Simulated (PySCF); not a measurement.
Molecule: `[C@@H]1(F)C[C@@H]1O[SiH3]`, C$_{3}$H$_{7}$FOSi.

Mapped SMILES: `[F:1][C@@H:2]1[CH2:3][C@@H:4]1[O:5][SiH3:6]`; H(Xn) means a hydrogen on atom n. Ha(C3) is cis to F1 on the ring; Hb(C3) is trans to F1 on the ring.

Geometry PBE0-D3(BJ)/def2-SVP throughout; GIAO in PySCF 2.14.0 with density-fitted response routines, gas phase, one conformer, non-relativistic; equivalent atoms averaged; basis pcSseg-1.

For orientation, OPBE gives these absolute shieldings σ: F1 412.1, C2 113.4, C4 132.7, O5 324.1, Si6 385.1, H(Si6) 26.29, H(C2) 26.97, H(C4) 27.84, Hb(C3) 30.32 ppm.

A run gave: F1 431.7, C2 110.0, C4 131.0, O5 335.3, Si6 373.3, H(Si6) 26.64, H(C2) 27.12, H(C4) 28.07, Hb(C3) 30.45 ppm (absolute shieldings σ).

Which functional was used in that run?
A. B97-2
B. mPW1PW91
C. CAM-B3LYP
D. WP04

## Answers

C. C2 tells them apart best: CAM-B3LYP gives 110.0, mPW1PW91 gives 112.0, WP04 gives 97.7, B97-2 gives 112.9 ppm.
